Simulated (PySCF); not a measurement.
[PySCF: GFN2-xTB structure; PBE0/pcSseg-1 with gauge-including orbitals; single conformer; equivalent nuclei averaged; no solvent; non-relativistic]

δ = σ(ref) − σ, references computed at the same level: 1H (σref 31.72), 13C (σref 186.93) against TMS. Shifts are as computed. Against solution values, carbons near 30 ppm lie about +3 ppm off and those near 130 ppm about +5 ppm. Of 1309 compounds with measured shifts, 239 miss one by over three times the rms of a fit or turn the order of signals round; such compounds aren't used in these exercises.

(1) Order these molecules by the shift of their most shielded carbon, lowest δ first.
A. C=C/C=C\C=C(F)F
B. C=C(C)[C@]1(OC(F)F)C[SiH2]1
C. C=CC
D. FC1=CC[C@H](F)C=C1

(2) Order these molecules by the shift of their most deshielded carbon-bound hydrogen, lowest δ first.
A. C=C/C=C\C=C(F)F
B. C=CC
C. CC(=O)C#C[SiH2][Si@H]([SiH3])P

(3) How many 13C and 1H signals does each give (equivalence by symmetry and fast rotation, but not about amide C–N or C=N bonds)? `C=C(C)[C@]1(OC(F)F)C[SiH2]1`, `C=C/C=C\C=C(F)F`, `C=CC`, `FC1=CC[C@H](F)C=C1`, `CC(=O)C#C[SiH2][Si@H]([SiH3])P`

Answers

(1) B (12.0 ppm, three-membered-ring carbon), C (23.7 ppm, allylic methyl carbon), D (33.7 ppm, allylic sp3 CH2), A (85.5 ppm, alkene CH).

(2) C (2.37 ppm, hydrogen on a methyl carbon α to a carbonyl), B (6.16 ppm, hydrogen on an alkene CH), A (6.91 ppm, hydrogen on an alkene CH).

(3) C=C(C)[C@]1(OC(F)F)C[SiH2]1: 6 C, 8 H; C=C/C=C\C=C(F)F: 6 C, 6 H; C=CC: 3 C, 4 H; FC1=CC[C@H](F)C=C1: 6 C, 6 H; CC(=O)C#C[SiH2][Si@H]([SiH3])P: 4 C, 6 H.
